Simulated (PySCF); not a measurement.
Isomers of C4H8OSi2, mass 128.011 u with the commonest isotopes. Computed with PBE0-D3(BJ)/def2-SVP geometry optimisation, gas phase (PySCF). One conformer each, none proved a minimum here; rigid rotors.

Question: Order these by dipole moment, smallest first.
A. `[SiH3:1][O:2][C:3]1=[CH:4][CH:5]=[CH:6][SiH2:7]1` with Si1–O2–C3–C4 180°
B. `[SiH3:1][O:2][SiH:3]1[CH:4]=[CH:5][CH:6]=[CH:7]1` with Si1–O2–Si3–C4 -59°
C. `[CH:1]#[C:2][C@@H:3]1[CH2:4][SiH2:5][O:6][SiH2:7]1` with C2–C3–C4–Si5 -161°, C3–C4–Si5–O6 28°, C4–Si5–O6–Si7 -8°, Si5–O6–Si7–C3 -11°

Answer: A (0.61 D), C (1.06 D), B (1.23 D).

Question: Order these by radius of gyration √(Σ m r²/M), smallest first.
A. `[SiH3:1][O:2][C:3]1=[CH:4][CH:5]=[CH:6][SiH2:7]1` with Si1–O2–C3–C4 180°
B. `[SiH3:1][O:2][SiH:3]1[CH:4]=[CH:5][CH:6]=[CH:7]1` with Si1–O2–Si3–C4 -59°
C. `[CH:1]#[C:2][C@@H:3]1[CH2:4][SiH2:5][O:6][SiH2:7]1` with C2–C3–C4–Si5 -161°, C3–C4–Si5–O6 28°, C4–Si5–O6–Si7 -8°, Si5–O6–Si7–C3 -11°

Answer: C (2.020 Å), B (2.053 Å), A (2.100 Å).

Question: Order these by rotational constant C, smallest first.
A. `[CH:1]#[C:2][C@@H:3]1[CH2:4][SiH2:5][O:6][SiH2:7]1` with C2–C3–C4–Si5 -161°, C3–C4–Si5–O6 28°, C4–Si5–O6–Si7 -8°, Si5–O6–Si7–C3 -11°
B. `[SiH3:1][O:2][C:3]1=[CH:4][CH:5]=[CH:6][SiH2:7]1` with Si1–O2–C3–C4 180°
C. `[SiH3:1][O:2][SiH:3]1[CH:4]=[CH:5][CH:6]=[CH:7]1` with Si1–O2–Si3–C4 -59°

Answer: B (904.7 MHz), A (993.9 MHz), C (1064 MHz).

```json
{"SMILES": "[SiH3]OC1=CC=C[SiH2]1", "point group": "Cs", "Ia (u·Å²)": "119.71", "Ib (u·Å²)": "450.78", "Ic (u·Å²)": "558.61", "κ": "-0.87", "μa (D)": "0.42", "μb (D)": "0.45", "μc (D)": "0.01"}
{"SMILES": "C#C[C@@H]1C[SiH2]O[SiH2]1", "point group": "C1", "Ia (u·Å²)": "144.68", "Ib (u·Å²)": "391.85", "Ic (u·Å²)": "508.46", "κ": "-0.76", "μa (D)": "0.43", "μb (D)": "0.95", "μc (D)": "0.17"}
{"SMILES": "[SiH3]O[SiH]1C=CC=C1", "point group": "near Cs", "Ia (u·Å²)": "140.96", "Ib (u·Å²)": "463.61", "Ic (u·Å²)": "474.92", "κ": "-0.98", "μa (D)": "0.84", "μb (D)": "0.21", "μc (D)": "0.87"}
```
